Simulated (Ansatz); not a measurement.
The cluster TiSi4. The state is a singlet with charge 0. Geometry r2SCAN-D4/def2-SVP, basis def2-TZVP, Ansatz.

```xyz
5

Ti   -1.1568    1.5215    0.0140
Si    0.6819    0.5267    1.1306
Si    0.4199    0.3504   -1.3115
Si   -1.1301   -0.8424    0.1829
Si    1.1850   -1.5563   -0.0161
```

| run | HOMO (eV) | LUMO (eV) |
| --- | --- | --- |
| A | -5.09 | -3.35 |
| B | -7.49 | -1.23 |
| C | -5.18 | -3.31 |
| D | -5.86 | -2.61 |

The structure comes from a short search, and lower isomers may exist.

The runs used PBE, PBE0, r2SCAN, ωB97M-V. Estimate which is which.

A PBE (0 % exact exchange); B ωB97M-V (range-separated); C r2SCAN (0 % exact exchange); D PBE0 (25 % exact exchange). Exact exchange lowers occupied and raises empty levels; among semilocal functionals meta-GGAs tend to open the gap a little, and such runs are hard to tell apart. The gap grows from 1.74 eV (PBE) to 6.25 eV (ωB97M-V).
